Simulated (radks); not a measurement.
Neutral arsenic inside a hard spherical wall (all orbitals vanish at R), configuration held at [Ar] 3d10 4s2 4p3 and not refilled when levels cross. Calculated with a radial shooting solver on a logarithmic mesh with Libxc functionals: non-relativistic Kohn-Sham, PBE, spin-polarised, spherical densities, point nucleus; open shells are filled with parallel spins first. Eigenvalues in eV for spin up, with the zero of energy where the potential of the charges vanishes at infinity; a dash marks a level that is unbound or too diffuse for the functional's potential to be trusted. A positive occupied level is held by the wall or, in an anion where self-interaction has pushed it up, behind a barrier. The pressure on the wall is -dE/dV.

[
 {"R (bohr)": "free", "E (hartree)": "-2235.53176", "kinetic (hartree)": "2234.139", "e(3p)": "-131.96", "e(3d)": "-41.459", "e(4s)": "-14.777", "e(4p)": "-5.955", "e(5s, empty)": "-", "e(5p, empty)": "-", "pressure (GPa)": "0"},
 {"R (bohr)": "20", "E (hartree)": "-2235.53176", "kinetic (hartree)": "2234.139", "e(3p)": "-131.96", "e(3d)": "-41.459", "e(4s)": "-14.777", "e(4p)": "-5.955", "e(5s, empty)": "-", "e(5p, empty)": "-", "pressure (GPa)": "< 0.0001"},
 {"R (bohr)": "15", "E (hartree)": "-2235.53176", "kinetic (hartree)": "2234.139", "e(3p)": "-131.96", "e(3d)": "-41.459", "e(4s)": "-14.777", "e(4p)": "-5.955", "e(5s, empty)": "-0.534", "e(5p, empty)": "0.521", "pressure (GPa)": "< 0.0001"},
 {"R (bohr)": "12", "E (hartree)": "-2235.53175", "kinetic (hartree)": "2234.140", "e(3p)": "-131.96", "e(3d)": "-41.458", "e(4s)": "-14.776", "e(4p)": "-5.954", "e(5s, empty)": "-0.374", "e(5p, empty)": "0.968", "pressure (GPa)": "0.000175"},
 {"R (bohr)": "10", "E (hartree)": "-2235.53164", "kinetic (hartree)": "2234.141", "e(3p)": "-131.95", "e(3d)": "-41.446", "e(4s)": "-14.767", "e(4p)": "-5.945", "e(5s, empty)": "-0.011", "e(5p, empty)": "1.737", "pressure (GPa)": "0.00353"},
 {"R (bohr)": "8", "E (hartree)": "-2235.53020", "kinetic (hartree)": "2234.154", "e(3p)": "-131.84", "e(3d)": "-41.344", "e(4s)": "-14.689", "e(4p)": "-5.866", "e(5s, empty)": "1.110", "e(5p, empty)": "3.707", "pressure (GPa)": "0.0740"},
 {"R (bohr)": "7", "E (hartree)": "-2235.52606", "kinetic (hartree)": "2234.184", "e(3p)": "-131.64", "e(3d)": "-41.138", "e(4s)": "-14.537", "e(4p)": "-5.704", "e(5s, empty)": "2.465", "e(5p, empty)": "5.822", "pressure (GPa)": "0.353"},
 {"R (bohr)": "5", "E (hartree)": "-2235.45112", "kinetic (hartree)": "2234.605", "e(3p)": "-129.64", "e(3d)": "-39.166", "e(4s)": "-13.124", "e(4p)": "-4.018", "e(5s, empty)": "11.170", "e(5p, empty)": "17.437", "pressure (GPa)": "10.4"},
 {"R (bohr)": "2", "E (hartree)": "-2226.03287", "kinetic (hartree)": "2264.557", "e(3p)": "-87.663", "e(3d)": "2.431", "e(4s)": "48.692", "e(4p)": "68.523", "e(5s, empty)": "238.79", "e(5p, empty)": "256.84", "pressure (GPa)": "11700"},
 {"R (bohr)": "1.5", "E (hartree)": "-2204.71334", "kinetic (hartree)": "2325.759", "e(3p)": "-42.571", "e(3d)": "50.871", "e(4s)": "163.07", "e(4p)": "189.17", "e(5s, empty)": "544.27", "e(5p, empty)": "557.27", "pressure (GPa)": "85100"}
]
